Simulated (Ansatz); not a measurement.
Relaxation of the cluster Li₃N₂⁻ with RKS B3LYP-D4/def2-TZVPD.

```sh
$ ansatz run in.yaml --threads 4 --pin off --events-out ev --progress --plain --max-ram 3916MiB
```

```yaml
crystal:
  periodic: [false, false, false]
  atoms:
    - {symbol: Li, position_ang: [1.663500, -0.284700, 0.148020]}
    - {symbol: Li, position_ang: [-0.967310, -0.696500, -0.266180]}
    - {symbol: Li, position_ang: [-1.301130, 1.725580, 0.385780]}
    - {symbol: N, position_ang: [0.575590, -1.450680, -0.601430]}
    - {symbol: N, position_ang: [0.029350, 0.706300, 0.333810]}
basis:
  gaussian: {orbitals: def2-TZVPD}
total_charge: -1
hamiltonian: {xc: {name: B3LYP}, dispersion: d4}
scf: {lower_state_search: "off"}
output: {orbitals: {seedname: orbitals}}
relax: {f_tol: 0.02, max_steps: 100}
```

Hardware: 4 threads of Arm Neoverse V2 on a shared host. Wall time 9 s.

Positions (Å) and forces (eV/Å) at steps 1, 2, 3, 4, 5, 6, 7, 8, 10 of 10:

```xyz
5
step=1 energy=-3591.4962 eV
Li    1.663   -0.285    0.148   -0.088    0.504    0.332
Li   -0.967   -0.697   -0.266   -0.645   -0.421    0.019
Li   -1.301    1.726    0.386   -0.354    0.761    0.161
N     0.576   -1.451   -0.601    0.000    0.736    0.138
N     0.029    0.706    0.334    1.087   -1.580   -0.650
5
step=2 energy=-3592.0862 eV
Li    1.716   -0.225    0.206   -0.166    0.340    0.207
Li   -1.093   -0.794   -0.259   -0.341   -0.277    0.006
Li   -1.214    1.761    0.400   -0.039    0.322    0.112
N     0.571   -1.317   -0.590   -0.442    1.641    0.606
N     0.020    0.576    0.243    0.989   -2.025   -0.931
5
step=3 energy=-3592.8931 eV
Li    1.760   -0.175    0.256   -0.083    0.241    0.100
Li   -1.194   -0.849   -0.252   -0.313   -0.170   -0.044
Li   -1.133    1.728    0.399   -0.060    0.253    0.125
N     0.535   -1.171   -0.563   -0.829    2.820    1.243
N     0.033    0.466    0.159    1.286   -3.145   -1.424
5
step=4 energy=-3594.6483 eV
Li    1.812   -0.136    0.291    0.687    0.416    0.197
Li   -1.289   -0.880   -0.253   -0.658   -0.156   -0.194
Li   -1.079    1.686    0.399    0.068    0.077    0.125
N     0.485   -0.990   -0.500   -1.656    4.571    2.077
N     0.071    0.320    0.064    1.560   -4.907   -2.204
5
step=5 energy=-3594.8888 eV
Li    1.862   -0.117    0.305    1.515    0.543    0.371
Li   -1.351   -0.895   -0.262   -1.248   -0.373   -0.292
Li   -1.061    1.669    0.399    0.462   -0.199    0.058
N     0.432   -0.817   -0.426    3.604  -11.658   -4.768
N     0.119    0.160   -0.017   -4.333   11.688    4.631
5
step=6 energy=-3595.7522 eV
Li    1.872   -0.043    0.286    0.367    0.291    0.039
Li   -1.391   -0.908   -0.319   -0.283   -0.012   -0.156
Li   -0.999    1.663    0.422    0.182    0.026    0.066
N     0.446   -0.935   -0.398   -0.605    1.788    0.770
N     0.071    0.224    0.009    0.339   -2.094   -0.719
5
step=7 energy=-3595.9068 eV
Li    1.840    0.138    0.209    0.164    0.021    0.048
Li   -1.438   -0.935   -0.470   -0.096   -0.076   -0.008
Li   -0.836    1.684    0.471    0.136   -0.070   -0.023
N     0.429   -1.010   -0.258   -0.181    0.739    0.164
N     0.005    0.124    0.047   -0.024   -0.615   -0.182
5
step=8 energy=-3595.9286 eV
Li    1.820    0.176    0.237   -0.012    0.036    0.015
Li   -1.456   -1.012   -0.479   -0.020    0.023    0.010
Li   -0.740    1.702    0.482   -0.019    0.064    0.016
N     0.421   -0.983   -0.273   -0.011    0.030    0.000
N    -0.046    0.117    0.033    0.061   -0.153   -0.040
5
step=10 energy=-3595.9297 eV
Li    1.814    0.189    0.242   -0.001    0.000    0.002
Li   -1.461   -1.011   -0.477    0.000    0.000    0.002
Li   -0.731    1.705    0.484    0.000    0.001   -0.001
N     0.424   -0.990   -0.278   -0.001    0.003   -0.003
N    -0.046    0.107    0.030    0.002   -0.005    0.000
```

The highest occupied level of the charge -1 singlet lies above zero (up to 0.68 eV). The electron is either unbound and held by the finite basis, or the level is raised by self-interaction error. The structure comes from a short search, and lower isomers may exist.
